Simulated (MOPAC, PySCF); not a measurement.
C$_{2}$H$_{5}$NS, SMILES `S=C(N)C`, neutral singlet in the gas phase. 

Cartesian coordinates (Å):
```xyz
9

C     -1.0815     0.2158     0.0255
C      0.2376    -0.4643     0.2679
N      1.2893     0.1669    -0.2861
S      0.3996    -1.8578     1.1315
H     -1.8855    -0.3447     0.4916
H     -1.2749     0.2970    -1.0493
H     -1.0653     1.2308     0.4360
H      2.2101    -0.2243    -0.1697
H      1.1801     1.0184    -0.8127
```
Charge 0, multiplicity 1.

All levels are single points at this geometry (r2SCAN-D4/def2-TZVP); Pople sets use spherical d functions. Orbital energies aren't observables, and empty levels follow the basis.

| level | HOMO (eV) | LUMO (eV) | gap (eV) | dipole (D) | vertical IE, Delta-SCF (eV) |
|---|---|---|---|---|---|
| r2SCAN-D4/def2-TZVP in PySCF | -5.06 | -1.60 | 3.46 | 4.57 | 8.23 |
| B3LYP/3-21G in PySCF | -5.53 | -0.57 | 4.96 | 4.99 | – |
| B3LYP/6-31G* in PySCF | -5.59 | -0.76 | 4.83 | 4.76 | 8.23 |
| BP86/6-31G* in PySCF | -4.72 | -1.57 | 3.16 | 4.72 | – |
| HF/3-21G in PySCF | -8.70 | 3.25 | 11.95 | 5.41 | – |
| HF/6-31G* in PySCF | -8.69 | 3.18 | 11.87 | 5.20 | 7.13 |
| HF/STO-3G in PySCF | -5.26 | 7.22 | 12.49 | 3.35 | – |
| PM3 in MOPAC | -8.68 | -0.70 | 7.98 | 5.66 | – |
| PM6 in MOPAC | -8.66 | -0.12 | 8.54 | 5.10 | – |
